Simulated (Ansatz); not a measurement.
The first iterations of a band of H3P + H4Sn (9 atoms, charge 0, multiplicity 1).

Method: RKS PBE/def2-SVP (Ansatz 0.2.0).

- movable images: 7
- climbing image: yes
- spring: 5.0 eV/Å²
- optimiser: quadratic models (default)
- start path: through a guess of the saddle point
- force threshold: 0.05 eV/Å
- iteration limit: 60
- end points: relaxed

Image 0:

```xyz
9
Properties=species:S:1:pos:R:3
Sn 0.569 -0.125 -0.249
H 0.770 -0.201 1.462
H 2.106 0.089 -1.002
H -0.457 1.202 -0.649
H -0.146 -1.592 -0.807
P -3.627 0.149 1.838
H -3.239 -0.244 0.506
H -3.387 -1.172 2.361
H -2.290 0.582 2.161
```

Image 8:

```xyz
9
Properties=species:S:1:pos:R:3
Sn -0.562 -0.238 -0.741
H -0.013 0.620 3.852
H 0.963 -0.236 0.075
H -0.637 1.114 -1.818
H -0.714 -1.701 -1.658
P -2.403 0.031 1.002
H -3.436 -0.315 0.054
H -2.268 -1.337 1.443
H -0.631 0.749 3.411
```

| iteration | highest image above the first end (eV) | largest band force component (eV/Å) |
| --- | --- | --- |
| 1 | 4.357 | 6.985 |
| 2 | 3.407 | 3.414 |
| 3 | 2.795 | 4.124 |
| 4 | 2.371 | 1.002 |
| 5 | 1.874 | 2.448 |
| 6 | 1.873 | 1.164 |
| 7 | 2.253 | 1.486 |
| 8 | 2.157 | 2.025 |

Does the band converge within its limit, and where does its top end?

It converged. It ended after 24 iterations with the highest image 2.437 eV above the first end. A structure lower than the first end lies on the path between it and the top, so the climb from that side starts below the end, which may itself be a saddle point or a shallow side well. Neighbouring images differ by up to 2.3 eV, so the band resolves the path poorly. A vibrational analysis at the climbing image gives one clearly imaginary mode, 1714i cm⁻¹: a first-order saddle point. The orbitals stay closed-shell, which can raise the energy where a bond breaks towards radicals; this wasn't checked here.

Run time: 3.2 min on 2 threads of Arm Neoverse V1, with other jobs on the host, peak memory 0.11 GiB.
